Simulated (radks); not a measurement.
Values are calculated unless marked as measured or tabulated.
Excited configurations of Te I: one electron is placed in a higher orbital outside [Kr] 4d10 5s2 5p3. The ground configuration is [Kr] 4d10 5s2 5p4. Level of theory: scalar-relativistic Kohn-Sham, LDA (Slater exchange, Perdew-Wang correlation), spin-polarised, spherical densities, finite nucleus; open shells are filled with parallel spins first (spin-orbit coupling, left out, can overturn this in heavy ions); Fermi nuclear charge, rms radius 4.7423 fm (a radial shooting solver on a logarithmic mesh with Libxc functionals). Excitation = E - E(ground); binding = E(ion) - E, where the ion is the core of charge +1; n* = 1/sqrt(2 binding) in atomic units, and the quantum defect is n - n*.

outer orbital  excitation (eV)  binding (eV)     n*  eigenvalue (eV)
5f                       8.386         0.647  4.584           -0.382
6s                       5.305         3.728  1.910           -2.180
6p                       6.610         2.423  2.370           -1.350
6d                       7.738         1.295  3.241           -0.717
6f                       8.565         0.468  5.392           -0.297
7p                       7.744         1.289  3.249           -0.790
7f                       8.680         0.353  6.208           -0.234

The Delta-SCF ionisation energy is 9.033 eV (NIST Atomic Spectra Database: 9.010 eV, measured). Self-interaction in the functional shifts the binding energies and quantum defects, so they are the method's values and not measured ones. Open shells are spherical and high-spin; term and fine-structure splittings are not resolved. Spin-orbit splitting is averaged out at the scalar-relativistic level.
